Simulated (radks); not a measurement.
Results of a calculation; reference values are marked as such.
Species: the ruthenium ion Ru13+. Configuration: [Ar] 3d10 4s2 4p1.

Code: a radial shooting solver on a logarithmic mesh with Libxc functionals. Model: Dirac Kohn-Sham, PBE, spin-unpolarised, spherical densities, finite nucleus; open shells are shared between the two j in proportion to 2j + 1; Fermi nuclear charge, rms radius 4.4809 fm.

Energy parts (Ry):
total: -8948.18187
kinetic: 9316.34486
electron-nucleus: -20984.98788
Hartree: 2969.19168
exchange-correlation: -248.73053

Orbitals (lengths in bohr, moments of r in powers of bohr; <r^-3> diverges for s and p1/2):
orbital,occ.,eigenvalue (Ry),<r^-3>
1s1/2,2,-1632.857,-
2s1/2,2,-252.6548,-
2p1/2,2,-235.1267,-
2p3/2,4,-225.4881,2806
3s1/2,2,-61.01414,-
3p1/2,2,-54.20509,-
3p3/2,4,-52.54057,491.9
3d3/2,4,-40.52434,74.18
3d5/2,6,-40.19557,70.41
4s1/2,2,-23.26203,-
4p1/2,0.333333,-20.92435,-
4p3/2,0.666667,-20.54578,113.0
4d3/2,0,-16.69756,15.47
4d5/2,0,-16.62892,14.73
5s1/2,0,-12.24901,-

The highest occupied level is 4p3/2 at -279.54 eV. The density falls to 0.001 e/bohr^3 at r = 1.95 bohr.
